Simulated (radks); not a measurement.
Charge is removed step by step from the 6s down level of Nd, starting from [Xe] 4f4 6s(up 1, down 1). Calculated with a radial shooting solver on a logarithmic mesh with Libxc functionals: scalar-relativistic Kohn-Sham, PBE, spin-polarised, spherical densities, finite nucleus; open shells are filled with parallel spins first (spin-orbit coupling, left out, can overturn this in heavy ions); Fermi nuclear charge, rms radius 4.9123 fm.

removed (e)	E - E(0) (eV)	eigenvalue (eV)
0	0.000	-3.383
0.25	0.973	-4.405
0.5	2.204	-5.453
0.75	3.702	-6.540

The mean slope of the eigenvalue, de/dn, is 4.21 eV per electron.
